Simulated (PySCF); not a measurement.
**[Ce(H2O)5]3+ at several levels of theory**

Computed with PySCF 2.14.0 (density fitting, no spin-orbit coupling) at the geometry relaxed with PBE0:

```xyz
16
[Ce(H2O)5]3+ (doublet)
Ce    0.1144    0.0000    0.0000
O    -0.4570    0.0000    2.3490
H    -0.5833    0.7688    2.9400
H    -0.5833   -0.7688    2.9400
O    -0.4570    0.0000   -2.3490
H    -0.5833   -0.7688   -2.9400
H    -0.5833    0.7688   -2.9400
O     2.5112   -0.0001    0.0000
H     3.1194   -0.7683    0.0000
H     3.1194    0.7681    0.0000
O    -0.7811    2.2461    0.0000
H    -0.3034    3.1009    0.0000
H    -1.7238    2.5113    0.0000
O    -0.7813   -2.2460    0.0000
H    -1.7240   -2.5111    0.0000
H    -0.3036   -3.1009    0.0000
```

```csv
level,basis,state,HOMO (eV),gap (eV),charge on Ce1 (e),population of f-type functions on Ce1 (core shells left out),dipole about the centre of mass (D),largest force component (eV/Å)
PBE0,"Ce def2-SVP with ECP28, O def2-SVP, H def2-SVP",doublet,-21.21,5.93,1.73,1.16,0.31,0.00
wB97X,the same,doublet,-23.93,11.13,1.74,1.16,0.31,0.13
```

HOMO and gap are taken over both spins. Charges are Mulliken's, which hang on the basis. The relaxation used the grid (50, 194), these runs (75, 302) or, all-electron (x2c bases, spin-free X2C Hamiltonian), (99, 590).

Problem. What does TPSSh with Ce def2-SVP with ECP28, O def2-SVP, H def2-SVP give here?

Solution. state doublet, HOMO (eV) -19.58, gap (eV) 3.02, charge on Ce1 (e) 1.68, population of f-type functions on Ce1 (core shells left out) 1.18, dipole about the centre of mass (D) 0.33, largest force component (eV/Å) 0.26. Time: 57 s on 4 threads of Arm Neoverse V1, on a shared host, from an already converged density.

No frequency check is given that shows the relaxed geometry to be a minimum. Open shells may have lower solutions than the one found. No other spin state of this charge was computed.

Rows with open f shells in the valence may stand above their lowest state, and their gaps can end on f levels.
